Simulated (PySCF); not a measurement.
C₂H₇GeNSi, SMILES N#C[SiH2][CH2][GeH3] (GFN2-xTB optimised geometry):

```
12

N      3.057    -1.381     0.005
C      1.912    -1.386     0.000
Si     0.041    -1.386     0.000
C     -0.487     0.437     0.000
Ge    -2.443     0.642     0.003
H     -0.375    -2.083     1.221
H     -0.378    -2.083    -1.219
H     -0.079     0.944    -0.876
H     -0.077     0.945     0.874
H     -3.057    -0.016    -1.192
H     -3.050     0.011     1.216
H     -2.847     2.083    -0.011
```

Calculation: CAM-B3LYP/def2-TZVP run with PySCF.

What are the frontier orbital energies and the dipole moment?

HOMO-2 -11.11 eV, HOMO-1 -11.06 eV, HOMO -10.41 eV, LUMO 0.40 eV, LUMO+1 0.94 eV; dipole moment 3.67 D.

Meta-Löwdin charges at CAM-B3LYP/def2-TZVP: N1 -0.18, C2 -0.15, Si3 0.68, C4 -0.64, Ge5 0.38, H6 -0.09, H7 -0.09, H8 0.14, H9 0.14, H10 -0.07, H11 -0.07, H12 -0.06.
